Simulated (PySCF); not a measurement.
Vibration and rotation of ScBr

PBE0 constants of ScBr, ³Δ (triplet), unpaired electrons σ ↑, δ ↑ (basis Sc def2-TZVPP, Br def2-TZVPP; no relativity; PySCF 2.14; masses 44.9559 and 78.9183 u):

| Item | Value |
| --- | --- |
| ωe | 305.1 cm⁻¹ |
| ωexe | 0.859 cm⁻¹ |
| Be | 0.096512 cm⁻¹ |
| αe | 0.000393 cm⁻¹ |
| D (centrifugal) | 3.86e-08 cm⁻¹ |
| De to Sc (3d1 4s2) + Br | 4.29 eV |

Q: Give the vibrational terms G(v) and spacings up to v = 6.

A: G(v) = ωe(v+½) − ωexe(v+½)².

| v | G(v) (cm⁻¹) | G(v) − G(v−1) | Bv (cm⁻¹) |
| --- | --- | --- | --- |
| 0 | 152.3 |  | 0.09632 |
| 1 | 455.7 | 303.4 | 0.09592 |
| 2 | 757.4 | 301.7 | 0.09553 |
| 3 | 1057.3 | 299.9 | 0.09514 |
| 4 | 1355.6 | 298.2 | 0.09474 |
| 5 | 1652.1 | 296.5 | 0.09435 |
| 6 | 1946.9 | 294.8 | 0.09396 |

Q: How well does the Morse estimate ωe²/(4ωexe) reproduce De, and what is D0?

A: It gives 3.36 eV, 78 % of the computed De. D0 = De − G(0) = 4.29 − 0.02 = 4.27 eV.

The metal atom is held in its measured ground configuration; semilocal functionals can put another filling of s and d lower by some tenths of an eV, and De to that atom would be smaller. Spin–orbit coupling is left out. The state is the lowest single determinant that the PBE0 search found; with open d or f shells the true ground state can be another one.
